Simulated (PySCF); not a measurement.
**aminodimethylborane: full NMR table**

| Quantity | Value |
| --- | --- |
| Formula | C2H8BN |
| SMILES | CB(C)N |
| Point group of the computed structure | C2 |
| Carbon signals | 1 |
| Proton signals | 2 |

Structure with atom numbers: `[CH3:1][B:2]([CH3:3])[NH2:4]`. Hydrogens are named by the atom that carries them.

- GIAO PBE/pcSseg-2 shieldings
- PBE0-D3(BJ)/def2-SVP geometry
- J couplings at B3LYP/pcJ-1 (spin–dipole term only in couplings to heteroatoms)
- run in PySCF 2.14
- no relativistic terms, gas phase, one averaged value for each set of equivalent atoms, a single conformation

References, each an isolated molecule treated in the same way: $^{1}$H and $^{13}$C vs TMS; $^{11}$B vs BF3·OEt2; $^{15}$N against NH3.

```tsv
carbon	δC, type	δH (multiplicity, J in Hz)	HMBC from (abs. J ≥ 3 Hz)	span of the C tensor (ppm)
C1/C3	6.0, CH3	0.28 (s)	–	27
```

Other nuclei:
```csv
atoms,nucleus,environment,δ (ppm),σ (ppm)
H(N4),$^{1}$H,hydrogen on a nitrogen bonded to B,3.59,27.58
B2,$^{11}$B,"boron bonded to 2 C, N",45.8,46.9
N4,$^{15}$N,"nitrogen bonded to B, 2 H",111.7,149.4
```

Selected couplings (Hz, signed; the shortest-range and largest first, 30 at most; isotopes $^{13}$C, $^{1}$H, $^{11}$B, $^{15}$N): $^{1}J$(C1,H(C1)) 123.0, $^{1}J$(C1,B2) 57.1, $^{1}J$(B2,N4) -28.6, $^{2}J$(B2,H(C1)) -5.2, $^{2}J$(C1,N4) -3.3, $^{3}J$(N4,H(C1)) -2.5.

1. δC 6.0: methyl carbon bonded to B.
2. δH 3.59: hydrogen on a nitrogen bonded to B; exchangeable; this is the value without hydrogen bonding to other molecules.
3. δH 0.28: hydrogen on a methyl carbon bonded to B.

OH/NH shifts are gas-phase values; hydrogen bonding in solution moves them, usually downfield. A carbon bonded to boron is broadened by the quadrupolar boron nucleus and is often missing from a measured spectrum. Shifts are as computed, not scaled to solution data. Of 1211 compounds with measured shifts, 218 miss one by over three times the rms of a fit or turn the order of signals round; such compounds aren't used in these exercises. Experimental scales use liquid or dissolved standards, which lie at an offset from isolated NH3 (liquid NH3: subtract about 20 ppm).
